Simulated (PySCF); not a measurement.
Diatomic anions of Si with the halogens

PBE with triple-zeta basis sets in PySCF, for the lowest determinant that a PBE0 search found; no spin–orbit coupling. De refers to high-spin ground-configuration atoms (the charge goes to the atom of lower measured ionisation energy or higher electron affinity, which is not always the lowest computed limit). A positive dipole points towards Si; it is taken about the centre of mass and depends on that origin.

```csv
M,basis,charged atom,state (unpaired electrons),Re (Å),ωe (cm⁻¹),De (eV),μ (D)
F,def2-TZVPPD,F−,triplet (π ↑↑),1.731,608,3.41,-2.35
Br,def2-TZVPPD,Br−,triplet (π ↑↑),2.446,277,1.92,-4.21
I,def2-TZVPPD,I−,triplet (π ↑↑),2.664,240,1.75,-4.90
```

**Question.** The row for M = Cl is missing. Estimate Re, ωe and De as the mean of the rows for F and Br, and compare with the calculation.

**Answer.** The means are 2.089 Å, 442 cm⁻¹ and 2.67 eV. PBE in def2-TZVPPD gives SiCl⁻ as a triplet (π ↑↑) with Re = 2.262 Å, ωe = 352 cm⁻¹, De = 2.15 eV, so the estimate is off by -17.4 pm, +26 % and +0.52 eV.

Spin–orbit coupling is left out, which matters for elements this heavy, above all for dissociation energies. For an ion De counts to the pair picked by the measured ionisation energies or electron affinities, which need not be the lowest pair at this level. The highest Kohn–Sham level is positive in some of these anions. Much of that is self-interaction error, but it also means that the finite basis helps to hold the extra electron. States were picked by a PBE0 search and need not be the measured ground states.
